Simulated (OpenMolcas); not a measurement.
**Ag2+: moving the ligands**

Ag2+ with 5 ligands (fluoride) in trigonal bipyramidal coordination (D3h) at 2.19 Å, the axial distance 2.256 Å. A charge of +0.6 e stands 3.2 Å behind each ligand. Ligand basis ANO-RCC-VDZP.

```yaml
Program: OpenMolcas 26.06
Method: CASSCF
Basis: ANO-RCC-VTZP [7s6p4d2f1g]
Scalar_Hamiltonian: DKH2, point nucleus
Active_space: 9 electrons in 5 orbitals (4d)
State_averaging: 2S+1 = 2 even, 5 roots
Spin-orbit_coupling: RASSI with atomic mean-field integrals over the reference wave functions
```

Runs around this geometry, states (labels of D3, the rotations of D3h). Energies in cm-1 above the lowest state or level, χT in cm3 K/mol.

| R (Å) | Axial / equatorial distance | Ground state | First state of that spin | First gap with spin-orbit (degeneracies) | χT at 300 K |
| --- | --- | --- | --- | --- | --- |
| 2.06 | 1.03 | 2A1 | 2E 7341 | 6030 (2, 2) | 0.585 |
| 2.19 | 1.03 | 2A1 | 2E 5236 | 4029 (2, 2) | 0.667 |
| 2.26 | 1.03 | 2A1 | 2E 4399 | 3261 (2, 2) | 0.716 |
| 2.19 | 1.082 | 2A1 | 2E 3149 | 2037 (2, 2) | 0.727 |

Taking the first state of the same spin as R^-n, n = -ln(4399 / 7341) / ln(2.26 / 2.06) = 5.5 between the shortest and longest distance.

With metal d orbitals alone the field can be off either way by tens of per cent. Ligand-to-metal charge-transfer states are missing. No measured value stands beside these numbers; the geometry was imposed, not optimised, and the real ion may take another.
